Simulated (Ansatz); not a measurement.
`[NH2][Ge][F]` + silanol → `[F][Ge][O][SiH3]` + NH₃  (ligand exchange at a Ge–N bond)

Program: Ansatz. Geometries: PBE0-D4/def2-TZVP. ΔE: electronic, gas phase. CBS: MP2 limit from def2 TZ/QZ plus the TZ coupled-cluster correction, frozen cores. This one scheme is used for every species. DFT in def2-TZVPP. For Ge outer-core shells are correlated without core-valence functions, which leaves a few kJ/mol of doubt a bond. Scalar relativity is left out up to krypton. Each species was taken in one conformer, which may not be the lowest.

`[NH2][Ge][F]`:

Cartesian coordinates in Å:
```
N 0.380 -0.513 0.030
Ge 0.049 1.153 0.659
F -1.379 1.404 -0.354
H 1.147 -1.089 0.336
H -0.197 -0.955 -0.671
```

`O[SiH3]`:

Z-matrix (Å, degrees):
```
Si
O 1 1.648
H 1 1.489 2 111.7
H 1 1.489 2 111.7 3 120.9
H 1 1.481 2 105.9 3 -119.6
H 2 0.957 1 117.9 3 -60.5
```

`[F][Ge][O][SiH3]`:

Cartesian coordinates in Å:
```
F -1.625 -1.708 0.580
Ge -0.269 -2.275 -0.394
O 0.580 -0.732 -0.537
Si 0.366 0.825 -0.022
H 1.509 1.625 -0.525
H -0.900 1.382 -0.562
H 0.339 0.883 1.461
```

NH₃:

```xyz
4

N     0.051    0.123   -0.248
H     0.843   -0.422    0.070
H    -0.151    0.804    0.473
H    -0.742   -0.505   -0.295
```

```json
{"species": "`[NH2][Ge][F]`", "B97M-V energy (Eh)": "-2232.49437"}
{"species": "`O[SiH3]`", "B97M-V energy (Eh)": "-367.09867"}
{"species": "`[F][Ge][O][SiH3]`", "B97M-V energy (Eh)": "-2543.03790"}
{"species": "NH₃", "B97M-V energy (Eh)": "-56.57145"}
```

Question: Work out ΔE.

Answer: ΔE = (-2543.03790) + (-56.57145) − (-2232.49437) − (-367.09867) = -0.01631 Eh = -42.8 kJ/mol. CCSD(T)/CBS gives -39.0 kJ/mol.

Largest T1 diagnostic among the species: 0.015.

At CCSD(T), def2-SVP lies −4.8 kJ/mol from the extrapolated value and def2-TZVPP −0.4 kJ/mol. The D4 term adds −4.6 kJ/mol with B3LYP and −2.6 kJ/mol with PBE0; it sums over pairs of atoms, weighted by their polarisabilities, and B3LYP, whose exchange is more repulsive, gets the larger term. Leaving LDA and LC-ωPBE aside and taking each functional with its dispersion term where it has one, the values, not all of them listed here, spread over 7.9 kJ/mol, from BHLYP-D4 to HSE06-D4. LDA lies +5.1 kJ/mol from PBE without D4.

B3LYP here is the variant with VWN-RPA as its local correlation; programs differ in this.
